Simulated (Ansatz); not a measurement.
```yaml
crystal:
  periodic: [false, false, false]
  atoms:
    - {symbol: Si, position_ang: [0.326166, 1.183622, -1.046006]}
    - {symbol: B, position_ang: [0.495292, -0.526021, -0.085913]}
    - {symbol: Cl, position_ang: [1.763215, -1.630097, -0.514019]}
    - {symbol: Ga, position_ang: [-0.799679, -1.285049, 1.455148]}
    - {symbol: H, position_ang: [-1.006155, 1.370058, -1.725705]}
    - {symbol: H, position_ang: [0.362068, 2.361912, 0.013263]}
    - {symbol: H, position_ang: [1.373558, 1.519503, -2.038719]}
    - {symbol: H, position_ang: [-2.124744, -2.061738, 1.018672]}
    - {symbol: H, position_ang: [-0.431591, -1.038829, 2.943667]}
basis:
  gaussian: {orbitals: cc-pVTZ-DK, final_grid: {core_spheres: 8, valence_spheres: 7, degree: 23}}
total_charge: 1
magnetization: {spin_polarized: true, initial_magnetization: 1}
hamiltonian: {xc: {name: HF}}
correlation: {active_space: {window: {electrons: 3, orbitals: 2}}}
accuracy: high
```

```sh
$ ansatz run in.yaml --threads 4 --pin off --events-out ev --progress --plain --max-ram 10444MiB
```

Task: How does Ansatz answer? (Estimate.)

Result: Ansatz gave: The input was rejected before any iteration.
```
Error: invalid value for `correlation.active_space`: it starts from restricted Hartree–Fock orbitals; set hamiltonian.xc: hf without magnetization.spin_polarized
```
